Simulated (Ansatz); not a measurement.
BH3N (SMILES B=[NH2+]) moved off its minimum; all values from Ansatz (a program for electronic structure), cores frozen in correlated methods.
(charge 1, multiplicity 1)
```xyz
5

B      0.7371    -0.0507     0.2841
N     -0.5215     0.0340    -0.1869
H      1.8019    -0.1444     0.7039
H     -0.9614     0.9304    -0.3966
H     -1.0533    -0.7997    -0.4223
```

Forces at r2SCAN/def2-TZVPP (eV/Å):

| atom | Fx | Fy | Fz |
|---|---|---|---|
| B1 | -2.327 | 0.122 | -0.815 |
| N2 | 2.058 | 0.026 | 0.648 |
| H3 | 0.628 | -0.024 | 0.231 |
| H4 | -0.135 | -0.155 | -0.011 |
| H5 | -0.223 | 0.032 | -0.053 |

**Question.** Give the forces (eV/Å), the total energy and the dipole at CCSD(T)/aug-cc-pVTZ.

**Answer.** 
```tsv
atom	Fx	Fy	Fz
B1	-1.833	0.089	-0.633
N2	1.533	0.062	0.452
H3	0.626	-0.024	0.232
H4	-0.118	-0.136	-0.004
H5	-0.208	0.009	-0.046
```
Energy -80.9627 hartree.
